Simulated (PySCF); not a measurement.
Where the electron goes

Compound: C₃H₁₀Si₃.
Geometry (GFN2-xTB, Å), atoms numbered from 1 in this order:
```
atom  x, y, z in Å
C1    -1.093   -1.437    2.472
C2    -0.905   -1.187    1.311
Si3   -0.604   -0.754   -0.468
C4    -2.319   -0.533   -1.266
Si5    0.711    1.164   -0.582
Si6    2.789    1.028    0.417
H7    -1.262   -1.662    3.486
H8     0.023   -1.957   -1.052
H9    -2.227   -0.309   -2.325
H10   -2.859    0.289   -0.803
H11   -2.932   -1.424   -1.167
H12   -0.043    2.295   -0.010
H13    0.853    1.548   -1.999
H14    3.585    2.252    0.299
H15    2.677    0.739    1.848
H16    3.599   -0.043   -0.171
```

Method: PySCF 2.14.0, density-fitted response routines, TDDFT B3LYP/def2-SVPD, vertical, gas phase, core orbitals frozen in the response.

Frontier orbitals with the atoms that hold most of them (Löwdin shares over 4%, at most four atoms; ? is withheld):

```csv
orbital,ε (eV),atoms
HOMO-3,-8.84,"Si5 22%, Si3 15%, C2 14%, Si6 10%"
HOMO-2,-8.32,"Si5 24%, Si6 24%, C2 13%, C1 12%"
HOMO-1,-7.88,?
HOMO,-7.57,"C1 23%, C2 23%, Si5 17%, Si3 14%"
LUMO,-0.59,?
LUMO+1,-0.34,"C1 20%, Si5 19%, C2 19%, Si3 14%"
LUMO+2,-0.12,"Si5 24%, Si3 18%, Si6 13%, H8 9%"
```

Task: Which atoms hold the LUMO, and with what shares?

Result: Si3 (bonded to 2 C, Si and H) 19%; Si5 (bonded to 2 Si and 2 H) 16%; Si6 (bonded to Si and 3 H) 14%; C1 (bonded to C and H) 10%. By element: silicon 48%, carbon 10% or more.

Task: Give the leading atoms of the HOMO-1.

Result: C1 (bonded to C and H) 38%; C2 (bonded to C and Si) 38%; Si3 (bonded to 2 C, Si and H) 7%; C4 (bonded to Si and 3 H) 6%. By element: carbon 82%, silicon 7% or more.

Task: The HOMO–LUMO gap is 6.98 eV. Where does the response calculation put the lowest singlet, and from which orbitals?

Result: S1 is at 5.91 eV (f = 0.014), 1.07 eV below the gap, made of HOMO→LUMO (66%). Without the coupling terms of the response equations the lowest excitation would equal the gap.

Next come S2 at 6.11 eV (f 0.025), HOMO→LUMO+1 (50%), HOMO-1→LUMO (32%); S3 at 6.15 eV (f 0.0068), HOMO-1→LUMO+1 (73%), HOMO→LUMO (9%); S4 at 6.57 eV (f 0.037), HOMO→LUMO+2 (65%), HOMO→LUMO+1 (8%); S5 at 6.66 eV (f 0.101), HOMO→LUMO+3 (47%), HOMO→LUMO (14%), HOMO→LUMO+4 (10%).

Löwdin shares depend on the basis, the more so with diffuse functions.

One conformer stands for the species.
